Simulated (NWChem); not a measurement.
Species: C3H3N2, doublet; SMILES [nH]1[c]cnc1

```xyz
8

C     -1.1854    -0.0213     0.0000
C     -0.4024    -1.1421     0.0000
N      0.9073    -0.7331     0.0000
C      0.9012     0.5773     0.0000
N     -0.3701     1.0682     0.0000
H     -0.6911    -2.1904     0.0000
H      1.7823     1.2195     0.0000
H     -0.6589     2.0378     0.0000
```
Atoms are numbered in this order, from 1.

Computed with NWChem. Spin-unrestricted. In the optimisation the excess spin sits in a' (Cs, its own frame). The geometry was optimised at PBE0/def2-SVP, spin-unrestricted. No stability test was run on the SCF state. Solvent water, SMD (1 M gas to 1 M solution), gas-phase geometry. Reactions with the solvent are ignored.

### Question
Taking M06-2X/def2-TZVPP as the yardstick, which of these has the fewest basis functions while keeping “dipole in solution (D)” within 0.05 D of it: M06-2X/STO-3G; M06-2X/def2-TZVP; M06-2X/def2-SVP; M06-2X/def2-SVPD?

### Answer
M06-2X/def2-SVPD.
```
level              basis functions  dipole in solution (D)  relative time (rough)
-----------------  ---------------  ----------------------  ---------------------
M06-2X/STO-3G                   28                    4.05                      1
M06-2X/def2-SVP                 85                    4.49                      2
M06-2X/def2-SVPD               124                    4.63                      5
M06-2X/def2-TZVP               173                    4.60                      6
M06-2X/def2-TZVPP              197                    4.59                     10
```

The yardstick is one finite set, not the basis-set limit.
